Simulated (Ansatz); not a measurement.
One change: `C[O][Al]([F])[Br]` becomes `C[O][Al]([F])[SH]`.

Ansatz, PBE0-D4/def2-TZVP geometries, multiplicity 1. Each molecule was computed in one conformer, which needn't be the lowest.

Scalar relativity is left out up to krypton.

```tsv
property	`C[O][Al]([F])[Br]`
LUMO energy (ωB97M-V/def2-TZVPP) / eV	0.67
HOMO–LUMO gap (B3LYP/def2-TZVPP) / eV	7.12
HOMO–LUMO gap (PBE/def2-TZVPP) / eV	5.27
HOMO energy (B3LYP/def2-TZVPP) / eV	-8.42
HOMO energy (ωB97M-V/def2-TZVPP) / eV	-11.02
size of the dipole moment (ωB97M-V/def2-TZVPP) / D	2.01
```

Task: What does the change do to each property? (Estimate.)

Result: Ansatz gave: 
| property | `C[O][Al]([F])[SH]` | shift |
| --- | --- | --- |
| LUMO energy (ωB97M-V/def2-TZVPP) / eV | 0.99 | 0.32 |
| HOMO–LUMO gap (B3LYP/def2-TZVPP) / eV | 6.66 | -0.46 |
| HOMO–LUMO gap (PBE/def2-TZVPP) / eV | 5.10 | -0.17 |
| HOMO energy (B3LYP/def2-TZVPP) / eV | -7.60 | 0.82 |
| HOMO energy (ωB97M-V/def2-TZVPP) / eV | -10.06 | 0.96 |
| size of the dipole moment (ωB97M-V/def2-TZVPP) / D | 1.01 | -1.00 |

With PBE0 the HOMO rises by 0.80 eV and the LUMO rises by 0.36 eV, so the gap narrows by about 0.44 eV. PBE moves the HOMO by 0.55 eV and ωB97M-V by 0.96 eV. Dipoles are sizes alone; their direction can turn.

B3LYP here is the variant with VWN-RPA as its local correlation; programs differ in this.

Spin–orbit coupling is left out; it splits and shifts lone-pair levels of the heavy atoms by tenths of an eV.
